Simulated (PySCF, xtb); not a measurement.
Be(SH)(GeH3) (BeGeH4S), SMILES [SH][Be][GeH3].

GFN2-xTB (xtb) at its own geometry gives an orbital gap of 3.80 eV and a dipole moment of 1.91 D.

The structure is a stationary point at PBE-D3(BJ)/def2-TZVP. The values are those of a single conformer.

**Question.** What does PySCF with CAM-B3LYP/def2-TZVPD give? (An estimate is asked for; the answer gives what the named calculation found.)

**Answer.** gap 8.81 eV (levels -9.24 and -0.43 eV), dipole 0.76 D.
